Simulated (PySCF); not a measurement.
# Atomic charges against the basis set

C5H2F2.
Geometry (PBE0-D3(BJ)/def2-SVP, Å), atoms numbered from 1 in this order:
```xyz
9
C5H2F2 angstrom
C      2.179    0.797   -0.128
C      1.113    0.235   -0.240
C     -0.174   -0.425   -0.348
F     -0.150   -1.364   -1.347
C     -1.476    0.289   -0.087
C     -1.094   -0.617    0.761
F     -1.322   -1.275    1.856
H      3.127    1.295   -0.034
H     -2.151    1.050   -0.468
```

PBE0 throughout (PySCF), one geometry, spherical d and f functions. Isolated species at its PBE0-D3(BJ)/def2-SVP geometry, gas phase. The first 7 of 9 kinds of atom are listed.

Mulliken charges (e):

| basis | functions | C1 | C2 | C3 | F4 | C5 | C6 | F7 |
| --- | --- | --- | --- | --- | --- | --- | --- | --- |
| STO-3G | 37 | -0.130 | -0.053 | +0.101 | -0.099 | -0.120 | +0.082 | -0.021 |
| 6-31G | 67 | -0.459 | +0.160 | +0.125 | -0.303 | -0.051 | +0.249 | -0.240 |
| pcSseg-0 | 67 | -0.284 | -0.040 | +0.161 | -0.339 | -0.071 | +0.307 | -0.317 |
| 6-31G* | 102 | -0.511 | +0.289 | +0.204 | -0.326 | -0.173 | +0.287 | -0.230 |
| cc-pVDZ | 108 | -0.394 | +0.454 | +0.044 | -0.201 | -0.008 | +0.117 | -0.072 |
| def2-SVP | 108 | -0.405 | +0.336 | +0.149 | -0.240 | -0.125 | +0.293 | -0.129 |
| aug-cc-pVDZ | 179 | +0.970 | -0.554 | +1.054 | -0.574 | +0.482 | +0.063 | -0.433 |
| 6-311+G(2d,p) | 201 | -1.453 | +1.217 | +0.464 | -0.296 | -0.055 | +0.086 | -0.276 |
| def2-TZVP | 229 | -0.082 | -0.059 | +0.040 | -0.204 | -0.144 | +0.207 | -0.131 |
| cc-pVTZ | 238 | -0.209 | -0.047 | +0.239 | -0.196 | -0.147 | +0.140 | -0.086 |
| IGLO-III | 265 | -0.142 | -0.100 | +0.279 | -0.283 | -0.065 | +0.191 | -0.170 |

IAO charges (e):

```tsv
basis	functions	C1	C2	C3	F4	C5	C6	F7
STO-3G	37	-0.153	-0.072	+0.113	-0.125	-0.172	+0.130	-0.040
6-31G	67	-0.199	-0.059	+0.251	-0.294	-0.184	+0.268	-0.186
pcSseg-0	67	-0.186	-0.058	+0.234	-0.280	-0.185	+0.258	-0.172
6-31G*	102	-0.202	-0.063	+0.279	-0.306	-0.199	+0.301	-0.197
cc-pVDZ	108	-0.209	-0.060	+0.279	-0.306	-0.200	+0.302	-0.195
def2-SVP	108	-0.200	-0.060	+0.275	-0.308	-0.194	+0.302	-0.196
aug-cc-pVDZ	179	-0.214	-0.058	+0.283	-0.322	-0.196	+0.309	-0.205
6-311+G(2d,p)	201	-0.214	-0.057	+0.280	-0.322	-0.194	+0.310	-0.206
def2-TZVP	229	-0.215	-0.058	+0.285	-0.321	-0.199	+0.313	-0.206
cc-pVTZ	238	-0.215	-0.059	+0.284	-0.319	-0.201	+0.311	-0.204
IGLO-III	265	-0.215	-0.058	+0.282	-0.322	-0.197	+0.312	-0.207
```

Hirshfeld charges (e):

| basis | functions | C1 | C2 | C3 | F4 | C5 | C6 | F7 |
| --- | --- | --- | --- | --- | --- | --- | --- | --- |
| STO-3G | 37 | -0.091 | -0.081 | +0.105 | -0.076 | -0.081 | +0.050 | +0.030 |
| 6-31G | 67 | -0.098 | -0.068 | +0.101 | -0.133 | -0.051 | +0.085 | -0.038 |
| pcSseg-0 | 67 | -0.091 | -0.075 | +0.097 | -0.127 | -0.054 | +0.088 | -0.030 |
| 6-31G* | 102 | -0.105 | -0.067 | +0.095 | -0.124 | -0.054 | +0.086 | -0.028 |
| cc-pVDZ | 108 | -0.102 | -0.068 | +0.084 | -0.112 | -0.054 | +0.082 | -0.021 |
| def2-SVP | 108 | -0.100 | -0.066 | +0.088 | -0.120 | -0.054 | +0.089 | -0.029 |
| aug-cc-pVDZ | 179 | -0.097 | -0.063 | +0.079 | -0.123 | -0.050 | +0.092 | -0.038 |
| 6-311+G(2d,p) | 201 | -0.096 | -0.065 | +0.077 | -0.125 | -0.046 | +0.092 | -0.039 |
| def2-TZVP | 229 | -0.099 | -0.064 | +0.080 | -0.123 | -0.050 | +0.093 | -0.037 |
| cc-pVTZ | 238 | -0.101 | -0.064 | +0.081 | -0.120 | -0.052 | +0.092 | -0.034 |
| IGLO-III | 265 | -0.097 | -0.063 | +0.078 | -0.123 | -0.050 | +0.093 | -0.038 |

Q: Which scheme is steadiest as the basis changes?

A: Largest range over the bases for any column: Hirshfeld 0.07 e, IAO 0.20 e, Mulliken 2.42 e. Hirshfeld charges move least and Mulliken charges most, counted in e. Without the minimal STO-3G basis the ranges are Hirshfeld 0.02, IAO 0.05, Mulliken 2.42 e.

Q: How much do the charges still move between the two largest bases, cc-pVTZ and IGLO-III?

A: At most, over all atoms: Mulliken 0.087 e, IAO 0.004 e, Hirshfeld 0.004 e.

Q: What do the same runs give for the total energy, the frontier levels and the dipole moment?

A: 
```json
{"basis": "STO-3G", "energy (Eh)": "-385.5896", "HOMO (eV)": "-4.97", "LUMO (eV)": "3.15", "μ (D)": "1.14"}
{"basis": "6-31G", "energy (Eh)": "-390.7067", "HOMO (eV)": "-7.85", "LUMO (eV)": "-0.16", "μ (D)": "2.34"}
{"basis": "pcSseg-0", "energy (Eh)": "-389.9100", "HOMO (eV)": "-8.18", "LUMO (eV)": "-0.53", "μ (D)": "2.34"}
{"basis": "6-31G*", "energy (Eh)": "-390.8042", "HOMO (eV)": "-7.58", "LUMO (eV)": "0.10", "μ (D)": "1.91"}
{"basis": "cc-pVDZ", "energy (Eh)": "-390.8382", "HOMO (eV)": "-7.75", "LUMO (eV)": "-0.11", "μ (D)": "1.90"}
{"basis": "def2-SVP", "energy (Eh)": "-390.5233", "HOMO (eV)": "-7.87", "LUMO (eV)": "-0.23", "μ (D)": "2.00"}
{"basis": "aug-cc-pVDZ", "energy (Eh)": "-390.8646", "HOMO (eV)": "-7.97", "LUMO (eV)": "-0.52", "μ (D)": "2.11"}
{"basis": "6-311+G(2d,p)", "energy (Eh)": "-390.9351", "HOMO (eV)": "-8.00", "LUMO (eV)": "-0.53", "μ (D)": "2.15"}
{"basis": "def2-TZVP", "energy (Eh)": "-390.9745", "HOMO (eV)": "-7.94", "LUMO (eV)": "-0.40", "μ (D)": "2.05"}
{"basis": "cc-pVTZ", "energy (Eh)": "-390.9567", "HOMO (eV)": "-7.90", "LUMO (eV)": "-0.32", "μ (D)": "1.99"}
{"basis": "IGLO-III", "energy (Eh)": "-390.9779", "HOMO (eV)": "-7.98", "LUMO (eV)": "-0.48", "μ (D)": "2.10"}
```

The dipole is fixed by the density alone, so its range of 1.20 D shows that the density itself changes with the basis, not only its division among atoms.
